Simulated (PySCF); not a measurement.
Ligand exchange on a metal centre used in film growth or etching (Ti F-H). Isolated molecules, 0 K electronic values unless said otherwise.

The HOMO–LUMO gap from two functionals at the same geometries (BP86-D3(BJ)/def2-SVP), both in PySCF: PBE-D3(BJ)/def2-TZVP and TPSSh-D3(BJ)/def2-TZVP. 

```json
[
 {"species": "0 of 4 F replaced by H ([Ti(F)4])", "PBE-D3(BJ)/def2-TZVP (eV)": "6.33", "TPSSh-D3(BJ)/def2-TZVP (eV)": "7.65"},
 {"species": "1 of 4 F replaced by H ([Ti(F)3(H)])", "PBE-D3(BJ)/def2-TZVP (eV)": "3.95", "TPSSh-D3(BJ)/def2-TZVP (eV)": "5.31"},
 {"species": "2 of 4 F replaced by H ([Ti(F)2(H)2])", "PBE-D3(BJ)/def2-TZVP (eV)": "3.33", "TPSSh-D3(BJ)/def2-TZVP (eV)": "4.79"},
 {"species": "3 of 4 F replaced by H ([Ti(F)(H)3])", "PBE-D3(BJ)/def2-TZVP (eV)": "3.29", "TPSSh-D3(BJ)/def2-TZVP (eV)": "4.76"},
 {"species": "4 of 4 F replaced by H ([Ti(H)4])", "PBE-D3(BJ)/def2-TZVP (eV)": "3.11", "TPSSh-D3(BJ)/def2-TZVP (eV)": "4.63"}
]
```

Over these rows, drawn at random from the members with no instability flagged (it was tested for open shells, ions and some series alone), PBE minus TPSSh-D3(BJ): mean -1.43 eV, from -1.53 eV to -1.32 eV.
